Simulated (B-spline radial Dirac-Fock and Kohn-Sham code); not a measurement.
Widths and yields of inner-shell holes in Fe²⁺

System: iron as Fe²⁺ in the configuration [Ar] 3d6, inside a Watson sphere of charge -2 and radius 2.2 Å (a model of the Madelung potential; inside it an electron's potential energy is raised by 13.1 eV).

The run's input, task.json:

```json
{"items": [{
  "Z": 26,
  "q": 2,
  "cfg": [[1, 0, 2], [2, 0, 2], [2, 1, 6], [3, 0, 2], [3, 1, 6], [3, 2, 6]],
  "A": 56,
  "rrms": 3.7377,
  "watson": [-2, 2.2],
  "do": ["binding", "quiet", "decay"],
  "holes": ["K", "L1", "L2", "L3", "M1", "M2", "M3"]
}]}
```

Launch: `python xray_run.py task.json out`

Calculated with an atomic code on a B-spline grid, using independent-particle rates on relativistic LDA orbitals of the hole state (multipoles up to L = 3, Coulomb Auger matrix elements, transition energies from Dirac-Fock).

Partial widths are in eV. Coster-Kronig decay leaves a hole in the same principal shell; its rates are the weakest part of the model, often 1.5 to 2.5 times too large and more for N holes. Holes without an open Auger channel, or with an unreliable SCF state, are not listed.

| hole | radiative | Auger | Coster-Kronig | total | fluorescence yield | lifetime (fs) |
| --- | --- | --- | --- | --- | --- | --- |
| K (1s) | 0.412 | 0.762 | 0 | 1.17 | 0.351 | 0.561 |
| L1 (2s) | 0.00290 | 0.308 | 5.78 | 6.09 | 0.000476 | 0.108 |
| L2 (2p1/2) | 0.00227 | 0.418 | 0 | 0.421 | 0.00539 | 1.56 |
| L3 (2p3/2) | 0.00225 | 0.427 | 0 | 0.429 | 0.00523 | 1.53 |
| M1 (3s) | 2.99e-05 | 0 | 1.30 | 1.30 | 2.31e-05 | 0.508 |
| M2 (3p1/2) | 4.19e-05 | 0 | 1.47 | 1.47 | 2.85e-05 | 0.447 |
| M3 (3p3/2) | 3.98e-05 | 0 | 1.41 | 1.41 | 2.82e-05 | 0.466 |
